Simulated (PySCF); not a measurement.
C3H5NSi2.
Geometry (PBE0-D3(BJ)/def2-SVP, Å), atoms numbered from 1 in this order:
```
atom  x, y, z in Å
C1     2.5969   -1.1460    0.1254
C2     1.6512   -0.3831    0.1853
Si3    0.1810    0.6939    0.2930
Si4   -1.7837   -0.5879    0.3077
C5     0.1356    1.7653   -1.2283
N6     0.0484    2.4201   -2.1818
H7     3.4400   -1.8126    0.0701
H8     0.2885    1.6102    1.4621
H9    -1.8319   -1.4022   -0.9412
H10   -2.9623    0.3258    0.3759
H11   -1.7608   -1.4814    1.5039
```

The closed-shell ground state was solved at several levels (PySCF, density fitting, gas phase, non-relativistic).

```csv
level,basis functions,HOMO (eV),LUMO (eV),gap (eV),dipole (D)
PBE0/STO-3G,43,-6.08,3.57,9.65,3.54
PBE0/def2-SVP,117,-8.33,-0.91,7.42,3.79
PBE0/def2-TZVP,228,-8.38,-1.08,7.30,3.96
PBE0/IGLO-III,278,-8.40,-1.13,7.27,4.01
PBE0/aug-cc-pVDZ,191,-8.36,-1.05,7.31,3.99
PBE0/6-31G,72,-8.22,-0.53,7.69,3.92
"PBE0/6-311+G(2d,p)",208,-8.40,-1.13,7.27,4.02
PBE0/6-31G*,102,-8.17,-0.67,7.50,3.85
```

(1) What might PBE0/cc-pVTZ (258 basis functions) give for the same quantities?

(2) How much does the basis alone move the frontier levels among the 9 PBE0 rows (the withheld one included)?

(3) How far do the dipole and the HOMO energy spread over the levels?

Results:

(1) HOMO -8.35 eV, LUMO -1.02 eV, gap 7.33 eV, dipole 3.91 D.

(2) The HOMO by 2.32 eV and the LUMO by 4.70 eV. By rising basis size (HOMO, LUMO in eV): STO-3G -6.08, 3.57; 6-31G -8.22, -0.53; 6-31G* -8.17, -0.67; def2-SVP -8.33, -0.91; aug-cc-pVDZ -8.36, -1.05; 6-311+G(2d,p) -8.40, -1.13; def2-TZVP -8.38, -1.08; cc-pVTZ -8.35, -1.02; IGLO-III -8.40, -1.13.

(3) The dipole runs from 3.54 to 4.02 D (mean 3.89 D) and the HOMO from -8.40 to -6.08 eV.
